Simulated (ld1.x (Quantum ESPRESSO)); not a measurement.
# What one change does to a pseudopotential (xenon (Xe), TM)

- Element: Xe (Z = 54)
- Generator: ld1.x (Quantum ESPRESSO) 7.5
- Type: norm-conserving Troullier–Martins (Kleinman–Bylander form)
- Functional: LDA (PZ)
- Relativity: scalar-relativistic
- Frozen core: [Kr] 4d10
- Valence charge: 8
- Reference configuration: 5s2 5p6
- Partial waves: 5s (bound): rc 1.75 bohr; 5d channel at 0.5 Ry: rc 1.60 bohr; 5p (bound): rc 1.70 bohr
- Local potential: the p channel
- Core correction: Bessel-smoothed model core inside 1.05 bohr

All-electron outer shells of the reference configuration (LDA (PZ), scalar-relativistic, ld1.x):

```tsv
shell	level (eV)	outermost node (bohr)	outermost maximum (bohr)
4p	-141.02	0.36	0.69
4d	-59.45	0.34	0.75
5s	-19.98	0.85	1.63
5p	-8.39	0.92	1.91
```

Change: reference 5s2 5p4.5.

Cutoffs: the cutoffs (Ry, on a coarse ladder) from which the occupation-weighted sum of valence levels, in a spherical-Bessel basis at the reference potential, stays within 10 and 1 mRy of its value at 400 Ry; they do not see the model core or the augmentation charge, which bear on the density cutoff. Errors are all-electron minus pseudo energies relative to the spin-unpolarised reference configuration.

What does the change do?

The potential gets neither clearly harder nor softer (40 Ry and 70 Ry → 40 Ry and 70 Ry); both files keep a bound ghost (d); the number of tests with a reliable result goes from 8 to 9.

```csv
quantity,base,changed
"cutoff, loose",40 Ry,40 Ry
"cutoff, tight",70 Ry,70 Ry
bound ghosts,d,d
"largest error over its own tests, meV",+44,+14
s: phases at 1.90 bohr within 0.05 rad from the reference energy up to (Ry; the scan ends near 5),-0.2,-1.0
p: phases at 1.90 bohr within 0.05 rad from the reference energy up to (Ry; the scan ends near 5),4.7,3.8
d: phases at 1.90 bohr within 0.05 rad from the reference energy up to (Ry; the scan ends near 5),to the end of the scan,to the end of the scan
```

 A true bound ghost makes a file unfit for plane-wave use even where its test errors are small: the radial tests pick states by their node count and pass the ghost by.
